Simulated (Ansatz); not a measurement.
Molecule: SbBr2, net charge 1, singlet state. It need not be the lowest isomer of its formula. 
Structure (B3LYP-D3(BJ)/def2-TZVP (Ansatz, a quantum-chemistry and plane-wave program) minimum search):
```xyz
3

Sb     0.7390     0.4206     0.2536
Br    -0.8886     1.0623    -1.4342
Br    -0.1882    -1.6751     1.0648
```
Charge +1, spin multiplicity 1.

Basis-set convergence of Hartree-Fock and MP2 correlation energies (hartree) with Ansatz. Cores are frozen in the correlated levels unless marked. Spin-orbit coupling is left out. The frozen core is the preceding noble-gas configuration, with the filled d and f shells of earlier blocks. Past Kr the def2 sets carry scalar-relativistic core potentials.

```json
[
 {"basis": "def2-SVP", "functions": "90", "E(HF)": "-5383.24006", "E(corr, MP2)": "-0.31536"},
 {"basis": "def2-TZVPP", "functions": "146", "E(HF)": "(withheld)", "E(corr, MP2)": "(withheld)"}
]
```

Q: Some entries are withheld; supply them.

A: 
- def2-TZVPP, E(HF): -5383.88909
- def2-TZVPP, E(corr, MP2): -0.41277
